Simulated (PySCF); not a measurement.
# [La(P5)]2+ at several levels of theory

Computed with PySCF 2.14.0 (density fitting, no spin-orbit coupling) at the geometry relaxed with PBE0:

```xyz
6
[La(P5)]2+ (singlet)
La    0.0000    0.0000   -1.3331
P     1.8227    0.0000    1.1484
P     0.5632    1.7335    1.1484
P    -1.4746    1.0714    1.1484
P    -1.4746   -1.0714    1.1484
P     0.5633   -1.7335    1.1484
```

```json
{"level": "PBE0", "basis": "La lcecp-1-SVP with ECP46, P def2-SVP", "state": "singlet", "HOMO (eV)": "-15.63", "gap (eV)": "2.72", "charge on La1 (e)": "1.45", "population of f-type functions on La1 (polarisation alone where 4f lies in the core)": "0.02", "dipole about the centre of mass (D)": "6.54", "largest force component (eV/Å)": "0.00"}
{"level": "TPSS", "basis": "the same", "state": "singlet", "HOMO (eV)": "-14.72", "gap (eV)": "1.17", "charge on La1 (e)": "1.47", "population of f-type functions on La1 (polarisation alone where 4f lies in the core)": "0.02", "dipole about the centre of mass (D)": "6.41", "largest force component (eV/Å)": "0.38"}
{"level": "M06-L", "basis": "the same", "state": "singlet", "HOMO (eV)": "-14.76", "gap (eV)": "1.33", "charge on La1 (e)": "1.68", "population of f-type functions on La1 (polarisation alone where 4f lies in the core)": "0.02", "dipole about the centre of mass (D)": "7.19", "largest force component (eV/Å)": "0.20"}
{"level": "PBE", "basis": "the same", "state": "singlet", "HOMO (eV)": "-14.65", "gap (eV)": "1.03", "charge on La1 (e)": "1.37", "population of f-type functions on La1 (polarisation alone where 4f lies in the core)": "0.02", "dipole about the centre of mass (D)": "5.97", "largest force component (eV/Å)": "0.47"}
{"level": "PBE0", "basis": "La lcecp-1-TZVP with ECP46, P def2-TZVP", "state": "singlet", "HOMO (eV)": "-15.32", "gap (eV)": "2.69", "charge on La1 (e)": "1.61", "population of f-type functions on La1 (polarisation alone where 4f lies in the core)": "0.04", "dipole about the centre of mass (D)": "6.14", "largest force component (eV/Å)": "0.53"}
{"level": "PBE0", "basis": "La x2c-SVPall, P x2c-SVPall", "state": "singlet", "HOMO (eV)": "-15.66", "gap (eV)": "2.71", "charge on La1 (e)": "1.18", "population of f-type functions on La1 (polarisation alone where 4f lies in the core)": "0.08", "dipole about the centre of mass (D)": "6.18", "largest force component (eV/Å)": "0.31"}
```

In the lcecp rows the 4f levels are missing from HOMO and gap, and the state counts the valence alone.

Charges are Mulliken's, which hang on the basis. The relaxation used the grid (50, 194), these runs (75, 302) or, all-electron (x2c bases, spin-free X2C Hamiltonian), (99, 590).

Question: What does revPBE with La lcecp-1-SVP with ECP46, P def2-SVP give here?

Answer: state singlet, HOMO (eV) -14.61, gap (eV) 1.07, charge on La1 (e) 1.40, population of f-type functions on La1 (polarisation alone where 4f lies in the core) 0.02, dipole about the centre of mass (D) 6.04, largest force component (eV/Å) 0.60. Time: 7.3 s on 2 threads of Intel(R) Xeon(R) 6975P-C (Granite Rapids), on a shared host, from an already converged density.

In the first row's basis the gap widens with exact exchange: 1.0 to 1.3 eV for PBE, revPBE, TPSS, M06-L (none); 2.7 eV for PBE0 (a fixed share).
